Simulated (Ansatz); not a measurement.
The cluster Li₆H₇. The state is a doublet with charge 0. Geometry PBE0-D4/def2-TZVPD, that of the charge -1 singlet; atoms count from 1.

Cartesian coordinates in Å:
```
Li 1.3625 0.8824 0.8735
Li 0.5697 1.0911 -1.4995
Li -1.4509 -0.6347 -0.9457
Li 0.8116 -1.3471 -0.7681
Li 0.0770 -1.0474 1.4090
Li -1.3553 1.0163 0.9406
H 0.1172 -0.5129 -2.3029
H -0.0912 0.2507 -0.0657
H 1.6177 2.1103 -0.4803
H 1.8242 -0.9516 0.7499
H -0.7055 -2.0649 0.0538
H -0.1576 0.5951 2.2864
H -2.6195 0.6129 -0.2510
```

The structure comes from a short search, and lower isomers may exist.

(1) Estimate the Mulliken populations from the PBE0/def2-TZVPD orbitals of Ansatz.

(2) Where does the spin sit?

Results:

(1) 
| atom | charge (e) | spin (α − β) |
| --- | --- | --- |
| Li1 | 0.75 | 0.04 |
| Li2 | 0.97 | -0.02 |
| Li3 | 0.74 | 0.04 |
| Li4 | 0.73 | 0.02 |
| Li5 | 0.72 | 0.02 |
| Li6 | 0.97 | -0.02 |
| H7 | -0.66 | 0.13 |
| H8 | -1.21 | 0.13 |
| H9 | -0.56 | 0.21 |
| H10 | -0.62 | 0.05 |
| H11 | -0.62 | 0.05 |
| H12 | -0.66 | 0.13 |
| H13 | -0.56 | 0.21 |
Mulliken values depend strongly on the basis. With diffuse functions, as here, like atoms can get unlike values, and bond orders can come out too low or too high.

(2) Summed by element: Li 0.07, H 0.93, of 1 unpaired in all. Largest on single atoms: H9 0.21, H13 0.21, H8 0.13.
